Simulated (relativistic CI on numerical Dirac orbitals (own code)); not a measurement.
Hyperfine structure of Br XIV, mass number 81

Method of calculation: Dirac-Coulomb-Breit CI, separate exchange-only KLI orbitals for each configuration, a model potential for QED, unscaled Slater integrals (own radial code, finite nucleus).

CI space (outside the closed core [Ne]): 3s2 3p6 3d4, 3s2 3p5 3d5, 3s 3p6 3d5, 3s2 3p6 3d3 4s, 3s2 3p6 3d3 4p, 3s2 3p6 3d3 4d, 3s2 3p6 3d3 4f, 3s2 3p6 3d2 4s 4p, 3s2 3p5 3d4 4s, 3s2 3p6 3d3 5s, 3p6 3d6, 3p5 3d7, 3s2 3p6 3d2 4s2, 3s2 3p6 3d 4s2 4p, 3s2 3p6 3d 4s2 4d, 3s2 3p6 3d 4s2 4f, 3s2 3p6 3d2 4p2, 3s2 3p6 3d 4s 4p2, 3s2 3p6 3d 4p3, 3s2 3p6 3d 4p2 4d, 3s2 3p6 3d 4p2 4f. Double excitations out of closed p, d and f shells are left out; levels of such configurations are missing from the list, as are those of other unlisted configurations, and high levels can miss mixing partners. These lack a partner that the ground configuration has and come out too high: 3s2 3p5 3d4 4s.

Nuclear spin I = 3/2, μ = 2.2686 μN, Q = 0.2579 b (tables of Stone and Pyykkö). The electronic factors are computed for point nuclear moments, without core polarisation or the Bohr-Weisskopf and QED corrections.

```json
{"Level": "3s2 3p6 3d4 5D_1", "E (eV)": "0.2200", "A (MHz)": "793.5", "B (MHz)": "382"}
{"Level": "3s2 3p6 3d4 5D_2", "E (eV)": "0.5689", "A (MHz)": "1438", "B (MHz)": "243"}
{"Level": "3s2 3p6 3d4 5D_3", "E (eV)": "0.9864", "A (MHz)": "2138", "B (MHz)": "-270"}
{"Level": "3s2 3p6 3d4 5D_4", "E (eV)": "1.4401", "A (MHz)": "2817", "B (MHz)": "-1120"}
{"Level": "3s2 3p6 3d4 3H_4", "E (eV)": "6.8827", "A (MHz)": "5053", "B (MHz)": "584"}
{"Level": "3s2 3p6 3d4 3H_5", "E (eV)": "7.3998", "A (MHz)": "4392", "B (MHz)": "688"}
{"Level": "3s2 3p6 3d4 3P_1", "E (eV)": "7.5558", "A (MHz)": "2322", "B (MHz)": "-58.5"}
{"Level": "3s2 3p6 3d4 3H_6", "E (eV)": "7.7556", "A (MHz)": "4300", "B (MHz)": "583"}
```

Levels with J = 0, under 50 % of one LS term, or S terms without an open s electron are left out. Small factors come from cancelling terms and can be off by tens of per cent or more.

At this charge energies of transitions that change n are usually good to better than 1 %, and those within a shell (Δn = 0) to a few per cent. Terms inside the open d or f shell come out 10 to 20 % too wide with unscaled integrals.

(1) Give the hyperfine levels of 3s2 3p6 3d4 5D_3 relative to its centre of gravity.

## Answers

(1) With K = F(F + 1) − I(I + 1) − J(J + 1), E = AK/2 + B[¾K(K + 1) − I(I + 1)J(J + 1)]/[2I(2I − 1)J(2J − 1)]: F = 3/2: -12990, F = 5/2: -7442, F = 7/2: 134.8, F = 9/2: 9553 MHz.

LS names give the leading component of a level, which can be under half, so a name can repeat, a term be missing and a line seem to break the LS rules.
